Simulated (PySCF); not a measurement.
Gas-phase reaction: Cd + 2 Cl → CdCl2

Method: PySCF energies plus ideal-gas RRHO corrections (1 bar). † marks an energy on the PBE0/def2-TZVP geometry and frequencies; other levels use their own. MP2 and CCSD(T) freeze the core. Open shells (unrestricted): Cl (multiplicity 2, electronic degeneracy 6); the rest are closed-shell singlets. Spin-orbit splitting is ignored; it lowers the true energy and changes the entropy of Cl. B3LYP is the form with VWN-RPA correlation. Cd: scalar-relativistic def2 core potential, no spin-orbit coupling. MP2 isn't extrapolated to the basis-set limit; its ΔH°(298 K) is -531.7 kJ in def2-SVP and -554.2 kJ in def2-TZVPP. CCSD(T) isn't extrapolated to the basis-set limit; its ΔH°(298 K) is -504.8 kJ in def2-SVP and -525.5 kJ in def2-TZVPP. The harmonic model lacks anharmonicity and excited electronic states, which grow with temperature; levels with a mode under 35 cm⁻¹ are left out. Soft modes under 120 cm⁻¹ make the harmonic entropy rough for CdCl2.

| level | ΔE electronic, kJ | ΔH°(298 K), kJ | ΔS°(298 K), J/K | ΔG°(600 K), kJ |
|---|---|---|---|---|
| B3LYP/def2-TZVP† | -510 | -509 | -218 | -378 |
| BLYP/def2-TZVP† | -494 | -493 | -218 | -362 |
| CCSD(T)/def2-SVP† | -506 | -505 | -218 | -374 |
| CCSD(T)/def2-TZVPP† | -527 | -525 | -218 | -394 |
| MP2/def2-SVP† | -533 | -532 | -218 | -401 |
| MP2/def2-TZVPP† | -556 | -554 | -218 | -423 |
| PBE/def2-SVP | -561 | -560 | -217 | -429 |
| PBE/def2-TZVP† | -553 | -552 | -218 | -421 |
| PBE0/def2-TZVP | -557 | -556 | -218 | -425 |
| ωB97X-V/def2-TZVP† | -581 | -579 | -218 | -448 |
ΔH° is lowest at ωB97X-V/def2-TZVP† and highest at BLYP/def2-TZVP†. No reference value is set beside these.
